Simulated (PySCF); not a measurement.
Cl3H2NZr, SMILES [NH2][Zr]([Cl])([Cl])[Cl], multiplicity 1.

The structure is a stationary point at PBE0-D3(BJ)/def2-SVP. The spin state was assumed, not searched. The structure was generated by enumeration; whether it is a known compound was not checked. The def2 effective core potentials stand for the cores of Zr; spin–orbit coupling is left out. One conformer was computed; it need not be the lowest.

These are PySCF with B3LYP/def2-TZVP values and carry that method's errors.

Isolated molecule, no solvent.

Problem. Estimate the frontier levels, gap, dipole moment and polarisability. (An estimate is asked for; the answer gives what the named calculation found.)

Solution. 
```yaml
highest_occupied_level: -8.16 eV
lowest_empty_level: -2.41 eV
orbital_gap: 5.75 eV
dipole_moment: 2.88 D
quadrupole, principal values (traceless, Buckingham form, about the centre of nuclear charge): -8.27, -3.38, 11.65 D·Å
mean_static_polarisability: 85.8 bohr³ (12.71 Å³)
polarisability_principal_values: 80.3, 87.3, 89.7 bohr³
```
